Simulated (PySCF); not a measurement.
HCl2OZr (SMILES [OH][Zr]([Cl])[Cl]), doublet, geometry from GFN2-xTB (such geometries of metal compounds can be far from the true shape) (the multiplicity is a formal guess) (core potentials on Zr). Base run: DF-CAMB3LYP/def2-SVP (PySCF).

The PySCF input:
```python
from pyscf import gto, scf, dft

mol = gto.M(
    atom='''
Zr    0.273208   -0.104916    0.185672
Cl   -1.688305   -1.183298   -0.074599
Cl    0.091858    1.796357   -1.010345
O     1.717358   -0.659491    1.167115
H     2.472427   -0.949448    1.680260
''',
    basis='def2-svp',
    ecp={'Zr': 'def2-svp'},
    charge=0,
    spin=1,
    verbose=4,
)

mf = dft.UKS(mol)
mf.xc = 'camb3lyp'
mf = mf.density_fit(auxbasis='def2-universal-jkfit')
mf.kernel()
```

Variants of this job, named by their change:

```
change              basis functions       E (Eh)  HOMO (eV)  dipole (D)  core-seconds (rough)
------------------  ---------------  -----------  ---------  ----------  --------------------
base                             86  -1043.07668      -6.51        3.72                    10
basis = LANL2DZ                  49   -152.34550      -7.14        4.77                     8
basis = def2-SV(P)               76  -1043.04767      -6.64        3.79                    10
basis = def2-SVPD               119  -1043.09527      -6.67        3.62                    20
basis = def2-TZVP               151  -1043.49617      -6.61        3.65                    20
basis = def2-TZVPD              181  -1043.49789      -6.63        3.54                    30
basis = def2-TZVPP              185  -1043.50140      -6.60        3.58                    30
```

Totals compare only among sets that treat the same electrons; sets with core potentials leave the core out.

Open shells are given as the SCF converged; they aren't shown to be the lowest states, and a large step between rows can be another state.
